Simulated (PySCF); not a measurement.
C₄H₉Cl, SMILES CC(C)(C)Cl. Geometry optimised at B3LYP-D3(BJ)/def2-SVP.

Computed with B3LYP-D3(BJ)/def2-SVP run with PySCF.

Harmonic wavenumbers (cm⁻¹): 236, 290, 290, 299, 299, 371, 411, 412, 571, 821, 934, 934, 966, 1042, 1042, 1172, 1259, 1259, 1389, 1389, 1412, 1441, 1457, 1457, 1469, 1469, 1489, 3029, 3029, 3037, 3114, 3114, 3120, 3136, 3139, 3139. Rotational constants (GHz): 4.507, 2.958, 2.958; symmetry number 3.

Problem. Work out the zero-point energy and the ideal-gas rigid-rotor harmonic-oscillator thermochemistry at 298.15 K and 1 atm.

Solution. ZPE = ½ Σ hcν = ½ × 53438 cm⁻¹ = 319.63 kJ/mol. H − E(el) = 339.26 kJ/mol. Entropy in J/(mol K): translation 165.22, rotation 101.75, vibration 50.17, total 317.13. G − E(el) = 244.71 kJ/mol. Cp = 108.75 J/(mol K).
